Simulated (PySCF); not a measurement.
Cr(OH)3 (CrH₃O₃), SMILES [OH][Cr]([OH])[OH] (connectivity only; charge and spin as stated), neutral, multiplicity 4. Atoms are numbered in the order given.

```xyz
7

Cr     0.0353     0.0068     0.0000
O      0.0722     0.8742     1.5278
H     -0.7432     1.0501     2.0128
O      0.0722     0.8742    -1.5278
H     -0.7432     1.0501    -2.0128
O     -0.1455    -1.7443     0.0000
H      0.6469    -2.2958     0.0000
```
Charge 0, spin multiplicity 4.

Geometry: PBE0-D3(BJ)/def2-SVP. The spin state was assumed, not searched. The values are those of a single conformer.

Calculation: PBE/def2-TZVPD (PySCF).

Mulliken values depend strongly on the basis, most of all with diffuse functions as here. ESP charges are fitted to the potential on shells at 1.4 to 2.0 van der Waals radii. Atomic charges (e):

| atom | meta-Löwdin | Mulliken | ESP fit | Mulliken spin |
|---|---|---|---|---|
| Cr1 | 1.18 | 1.56 | 0.82 | 3.07 |
| O2 | -0.73 | -0.80 | -0.63 | -0.06 |
| H3 | 0.34 | 0.28 | 0.36 | 0.03 |
| O4 | -0.73 | -0.80 | -0.63 | -0.06 |
| H5 | 0.34 | 0.28 | 0.36 | 0.03 |
| O6 | -0.73 | -0.80 | -0.69 | -0.06 |
| H7 | 0.34 | 0.28 | 0.40 | 0.03 |
